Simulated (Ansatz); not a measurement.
A structure relaxed at PBE0-D4/def2-TZVP, charge 0, multiplicity 1:

```json
{"atom": "C1", "x (Å)": "-1.860", "y (Å)": "0.911", "z (Å)": "2.633"}
{"atom": "C2", "x (Å)": "-0.995", "y (Å)": "0.478", "z (Å)": "1.564"}
{"atom": "N3", "x (Å)": "-0.304", "y (Å)": "0.132", "z (Å)": "0.723"}
{"atom": "Al4", "x (Å)": "1.017", "y (Å)": "-0.547", "z (Å)": "-0.667"}
{"atom": "C5", "x (Å)": "-0.082", "y (Å)": "-1.828", "z (Å)": "-1.662"}
{"atom": "C6", "x (Å)": "1.637", "y (Å)": "1.127", "z (Å)": "-1.472"}
{"atom": "Cl7", "x (Å)": "2.409", "y (Å)": "-1.446", "z (Å)": "0.715"}
{"atom": "H8", "x (Å)": "-2.851", "y (Å)": "1.139", "z (Å)": "2.238"}
{"atom": "H9", "x (Å)": "-1.941", "y (Å)": "0.117", "z (Å)": "3.378"}
{"atom": "H10", "x (Å)": "-1.443", "y (Å)": "1.803", "z (Å)": "3.103"}
{"atom": "H11", "x (Å)": "-0.925", "y (Å)": "-1.343", "z (Å)": "-2.166"}
{"atom": "H12", "x (Å)": "0.509", "y (Å)": "-2.326", "z (Å)": "-2.437"}
{"atom": "H13", "x (Å)": "-0.485", "y (Å)": "-2.614", "z (Å)": "-1.015"}
{"atom": "H14", "x (Å)": "2.405", "y (Å)": "0.932", "z (Å)": "-2.228"}
{"atom": "H15", "x (Å)": "0.827", "y (Å)": "1.667", "z (Å)": "-1.973"}
{"atom": "H16", "x (Å)": "2.082", "y (Å)": "1.799", "z (Å)": "-0.733"}
```

(1) Give its formula and SMILES.

(2) Point group (tolerance 0.08 Å, 0.16 Å for H)?

(3) Summarise the bond lengths by kind.

## Answers

(1) C4H9AlClN, `CC#[N+][Al-]([CH3])([CH3])[Cl]`.

(2) C1.

(3) 1 × C–C 1.441 Å; 9 × C–H 1.091 to 1.095 Å; 1 × C–N 1.143 Å; 1 × Al–N 2.034 Å; 2 × Al–C 1.959 Å; 1 × Al–Cl 2.158 Å.

All numbers were calculated with Ansatz.
